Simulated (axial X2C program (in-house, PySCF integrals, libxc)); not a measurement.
# NTaO: properties at the nuclei

Computed with an in-house all-electron X2C program for linear molecules (integrals from PySCF): two-component X2C with atomic mean-field Coulomb and Gaunt terms, Gaussian nuclei, basis N dyall-av3z, Ta dyall-v3z, O dyall-av3z with contracted cores.

N–Ta–O held linear, with bonds 1.786 and 1.788 Å (near the PBE0 minimum at charge 0 of the determinant lowest at the starting distance; the state shown can have its own minimum elsewhere, held linear; other orders of the atoms were not compared).

Determinant lowest in the PBE0 search, Ω = 1 (⟨Sz⟩ = 1.00, ⟨Lz⟩ = 0.00 at PBE0), spin on the atoms N 0.38, Ta 0.51, O 0.10:

```tsv
level	Eeff magnitude (GV/cm)	Ws magnitude Ta (kHz)	A∥/gI N (MHz)	qzz N (a.u.)	A∥/gI Ta (MHz)	qzz Ta (a.u.)	A∥/gI O (MHz)	qzz O (a.u.)	μ (D)
PBE0	9.87	10.7	163	0.39	8800	-17.11	95.9	-0.22	-0.32
HF	12.9	12.6	232	0.49	8490	-18.88	61.2	-0.98	-1.40
BHandHLYP	10.5	11.4	190	0.47	9040	-17.77	92	-0.49	-0.75
```

Eeff is the effective electric field on the electron electric dipole moment in this Ω state and Ws the scalar–pseudoscalar constant of the nucleus named (defined with the proton number Z and per Ω); A∥ (defined per Ω) follows by multiplying with gI = μI/(I μN); qzz is the electric field gradient, eQq0 = 234.96 MHz × Q/barn × qzz; μ is positive if the O end (last atom) is positive. The operators were transformed with the bare-nucleus X2C matrices; with these basis sets, hyperfine constants and field gradients can be off by tens of per cent, and where levels differ in sign neither size nor sign is settled.

Q: With gI(14N) = 0.4038, Q(14N) = 0.02044 barn, gI(181Ta) = 0.6773, Q(181Ta) = 3.17 barn, gI(17O) = -0.7575 (g factors from the IAEA table of nuclear moments by Stone; Q from Pyykkö, Mol. Phys. 2018), turn the PBE0 values of the first state into constants in MHz.

A: A∥(14N) = 163 × 0.4038 = 65.8 MHz; eQq0(14N) = 234.96 × (0.02044) × (0.39) = 1.87 MHz; A∥(181Ta) = 8800 × 0.6773 = 5960 MHz; eQq0(181Ta) = 234.96 × (3.17) × (-17.11) = -12700 MHz; A∥(17O) = 95.9 × -0.7575 = -72.6 MHz.

The molecule was held linear; bending was not examined, so a bent shape may lie lower.

Each state is one determinant with collinear spin, which with several unpaired electrons need not be a pure state. Unrestricted Hartree–Fock can overshoot spin polarisation at the nuclei. With several open shells hyperfine constants can be off by a factor of several. Open-shell Ω = 0 determinants with evenly filled partner blocks cannot be reached by this program, so the Ω shown need not be the lowest component. At BHandHLYP, HF a later determinant lies lower. States lie within half an eV, so the first need not be the ground state. Further determinants of the search, some of them spin-mixed, are not shown.
